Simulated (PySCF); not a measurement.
# Ti²⁺ (titanium, charge +2) across methods

[Ar] 3d2, high-spin 3F determinant. All numbers are calculated (PySCF 2.14, the non-relativistic Hamiltonian (point nucleus), in aug-cc-pVDZ (7s6p4d2f, 59 functions)).

| method | E (hartree) | mean ε 3p α (eV) | mean ε 3p β (eV) | mean ε 3d α (eV) | Σ⟨r²⟩ (bohr²) | ⟨S²⟩ |
| --- | --- | --- | --- | --- | --- | --- |
| BLYP | -848.622 | -55.265 | -53.511 | -21.072 | 16.69 | 2.000 |
| wB97X-V | -848.500 | -60.949 | -58.796 | -25.414 | 16.56 | 2.001 |
| UHF | -847.73408 | -66.893 | -62.442 | -28.093 | 16.47 | 2.002 |
| PBE | -848.361 | -55.455 | -53.665 | -21.096 | 16.67 | 2.000 |
| BHandHLYP | -848.620 | -61.529 | -58.560 | -24.946 | 16.51 | 2.001 |
| PBE0 | -848.414 | -58.580 | -56.192 | -23.018 | 16.56 | 2.001 |
| r2SCAN | -848.574 | -56.444 | -54.317 | -21.401 | 16.54 | 2.001 |
| LDA | -846.520 | -55.472 | -53.720 | -21.027 | 16.67 | 2.000 |

**Question.** Estimate the same row for TPSSh.

**Answer.** E (hartree) = -848.633; mean ε 3p α (eV) = -56.893; mean ε 3p β (eV) = -54.793; mean ε 3d α (eV) = -21.971; Σ⟨r²⟩ (bohr²) = 16.55; ⟨S²⟩ = 2.001.
